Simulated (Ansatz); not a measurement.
The first iterations of a band of CH$_{3}$NO$_{2}$Si (8 atoms, charge 0, multiplicity 1).

All numbers below come from RKS BHLYP-D4/def2-SVP (Ansatz).

| Property | Result |
| --- | --- |
| movable images | 5 |
| climbing image | yes |
| spring | 0.1 eV/Å² |
| optimiser | quadratic models (default) |
| start path | IDPP |
| force threshold | 0.03 eV/Å |
| iteration limit | 60 |
| end points | relaxed |

Image 0:

```xyz
8
Properties=species:S:1:pos:R:3
N -0.745 0.881 0.808
Si -0.260 -0.668 0.421
O -0.614 -1.997 1.055
C 0.906 -0.415 -1.077
O 1.099 0.698 -1.478
H -1.371 1.120 1.558
H -0.409 1.667 0.273
H 1.393 -1.286 -1.561
```

Image 6:

```xyz
8
Properties=species:S:1:pos:R:3
N -0.746 0.881 0.808
Si -0.260 -0.668 0.422
O -0.613 -1.997 1.055
C 0.906 -0.415 -1.076
O 1.099 0.697 -1.478
H -0.408 1.666 0.273
H -1.371 1.122 1.557
H 1.393 -1.287 -1.561
```

| iteration | highest image above the first end (eV) | largest band force component (eV/Å) |
| --- | --- | --- |
| 1 | 0.732 | 0.660 |
| 2 | 0.661 | 0.547 |
| 3 | 0.640 | 0.928 |
| 4 | 0.629 | 0.365 |
| 5 | 0.622 | 0.237 |

Does the band converge within its limit, and where does its top end?

The forces met the threshold. It ended after 16 iterations with the highest image 0.605 eV above the first end. Another band between the same ends (5 images) ends at a top of the same energy, where a vibrational analysis finds 1 clearly imaginary mode.

The run took 4.9 min on 1 thread of Arm Neoverse V1 (shared host), peak memory 0.17 GiB.
